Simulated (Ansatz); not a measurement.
Born–Oppenheimer molecular dynamics of F3H3O3W (10 atoms, charge 0, multiplicity 1). It goes on from the last frame of an earlier run, with new velocities.

Theory: RKS PBE/def2-SVP in Ansatz 0.2.0.

| Property | Result |
| --- | --- |
| ensemble | NVT, Nosé–Hoover chain |
| time step | 0.5 fs |
| steps asked | 100 |
| set temperature | 200 K |
| thermostat | time constant 100 fs, chain length 3 (defaults) |
| seed | 958726 |

First frame:

```xyz
10
Properties=species:S:1:pos:R:3
W 0.090 -0.235 0.194
O -0.188 -0.112 2.078
H -0.536 0.712 2.487
O 1.966 -0.144 0.306
H 2.628 -0.359 -0.392
F -0.377 1.608 0.119
F -1.738 -0.562 -0.334
O 0.088 -2.131 0.187
H -0.824 -2.488 0.133
F 0.242 -0.135 -1.704
```

(1) How far do the bonds stretch over the last three quarters of this one trajectory? (Pairs bonded in most of those frames.)

Answers

(1) 
```
  bond  mean (Å)  spread (Å)  shortest  longest
 W1–O2     1.886       0.019      1.87     1.92
 W1–O4     1.897       0.014      1.87     1.92
 W1–F6     1.900       0.042      1.85     1.97
 W1–F7     1.894       0.014      1.88     1.92
 W1–O8     1.896       0.007      1.89     1.91
W1–F10     1.897       0.005      1.89     1.91
 O2–H3     0.975       0.007      0.96     0.99
 O4–H5     0.975       0.005      0.97     0.98
 O8–H9     0.977       0.007      0.97     0.99
```

Mean temperature of the second half: 185 K. The conserved energy stayed within 0.012 meV per atom of its start (net change -0.004 meV per atom), so the integration is sound. A run of 0.05 ps of so small a system gives no equilibrium averages.

Time of the run: 5.6 min on 2 threads of Arm Neoverse V1 (shared host), peak memory 0.18 GiB.
